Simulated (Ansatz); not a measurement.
`[CH3][GaH][SeH]` and `[BH2][GaH][CH3]` differ in one atom or group.

Ansatz, PBE0-D4/def2-TZVP geometries, multiplicity 1. Each molecule was computed in one conformer, which needn't be the lowest.

Scalar relativity is left out up to krypton. Spin–orbit coupling is left out; it splits and shifts lone-pair levels of the heavy atoms by tenths of an eV.

```
                                      property  `[CH3][GaH][SeH]`
         HOMO–LUMO gap (B3LYP/def2-TZVPP) / eV               5.52
             LUMO energy (PBE/def2-TZVPP) / eV              -1.91
           HOMO–LUMO gap (PBE/def2-TZVPP) / eV               4.16
zero-point energy (PBE0-D4/def2-TZVP) / kJ/mol              133.2
           HOMO energy (B3LYP/def2-TZVPP) / eV              -6.91
         LUMO energy (ωB97M-V/def2-TZVPP) / eV               0.54
```

**Question.** Give the same properties after the change, and the shifts. (Best estimate.)

**Answer.** The calculation gave: 
```
                                      property  `[BH2][GaH][CH3]`  shift
         HOMO–LUMO gap (B3LYP/def2-TZVPP) / eV               4.77  -0.75
             LUMO energy (PBE/def2-TZVPP) / eV              -3.09  -1.18
           HOMO–LUMO gap (PBE/def2-TZVPP) / eV               3.05  -1.11
zero-point energy (PBE0-D4/def2-TZVP) / kJ/mol              161.1   27.9
           HOMO energy (B3LYP/def2-TZVPP) / eV              -7.09  -0.18
         LUMO energy (ωB97M-V/def2-TZVPP) / eV              -0.20  -0.74
```

With PBE0 the HOMO falls by 0.14 eV and the LUMO falls by 0.97 eV, so the gap narrows by about 0.83 eV. PBE moves the HOMO by -0.08 eV and ωB97M-V by -0.17 eV. The zero-point energy changes by 27.9 kJ/mol with +3 modes.

B3LYP here is the variant with VWN-RPA as its local correlation; programs differ in this.

Positive LUMOs are unbound, so they and the gaps depend on the basis.
